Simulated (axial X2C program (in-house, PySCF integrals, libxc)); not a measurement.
**WF⁻: from the spin-free to the two-component result**

All values were computed with an axial X2C code built on PySCF integrals. Spin-free means the one-electron spin-free X2C Hamiltonian; two-component (2c) means X2C with spin–orbit coupling and atomic mean-field two-electron Coulomb and Gaunt terms, so the difference of the two also holds small scalar two-electron terms. Basis: W dyall-acv3z [14s15p10d7f4g], F dyall-av3z [7s6p3d2f] (cores contracted in-house); Gaussian nuclei, density fitting, unrestricted open shells. Masses: W 183.951 u, F 18.998 u.

Spin-free state: M_S = 2, Λ = 0 (beyond evenly filled blocks: π+α, π-α, δ+α, δ-α); fragments W + F-.

```csv
level,Re (Å),ωe (cm⁻¹),μ (D)
PBE0,1.925,555.3,0.50
HF,1.961,537.9,4.36
CCSD,1.979,510.2,n/a
B3LYP,1.939,542.6,0.00
```

Correlated methods: 14 electrons correlated (number of frozen shells: W 5 s, 4 p, 2 d, 1 f; F 1 s), 330 virtual spin orbitals or spinors in MP2, 90 natural virtuals in coupled cluster.

Dipoles are positive if F is the positive end and refer to the centre of mass.

Two-component determinant lowest at the distance of the search:

Ω = 2 (⟨Sz⟩ = 1.99, ⟨Lz⟩ = 0.01 at HF); fragments W + F-.

```json
{"level": "PBE0", "Re (Å)": "1.924", "ωe (cm⁻¹)": "554.5", "μ (D)": "0.56"}
{"level": "HF", "Re (Å)": "1.962", "ωe (cm⁻¹)": "534.3", "μ (D)": "3.94"}
{"level": "CCSD", "Re (Å)": "1.977", "ωe (cm⁻¹)": "516.6", "μ (D)": "n/a"}
{"level": "B3LYP", "Re (Å)": "1.937", "ωe (cm⁻¹)": "541.3", "μ (D)": "0.06"}
```

From the two tables, how do the constants change at the CCSD level (2c against spin-free)?

At the CCSD level Re decreases by 0.002 Å and ωe increases by 6.4 cm⁻¹.

The state is a single determinant with fixed occupations, the lowest that a limited PBE0 search found. De is not given where an atomic determinant may have missed its ground term or J level, or where the truncated virtual space spoils (T). Density functionals use the spin component along the axis (collinear). CCSD ran in a truncated set of natural virtual spinors with an MP2 remainder; without triples it tends to underbind. The highest occupied level is positive at some bond lengths even in Hartree–Fock (under at least one Hamiltonian), so the basis set holds the extra electron there; where that holds at Re the anion is at best weakly bound and its constants depend on the basis. The functionals have no current-density term, which raises determinants with orbital currents, atoms included. With several unpaired electrons one determinant need not be a pure state. Open-shell Ω = 0 determinants with evenly filled partner blocks cannot be reached by this program, so the Ω shown need not be the lowest component. The determinant is spin-polarised beyond a pure state at some levels (its spin-free form has ⟨S²⟩ too high), which makes Re and μ there less reliable. The T1 diagnostic is large, a sign of multireference character. With the outer-core shells frozen, correlated bond lengths of heavy atoms tend to come out a few hundredths of an ångström too long.
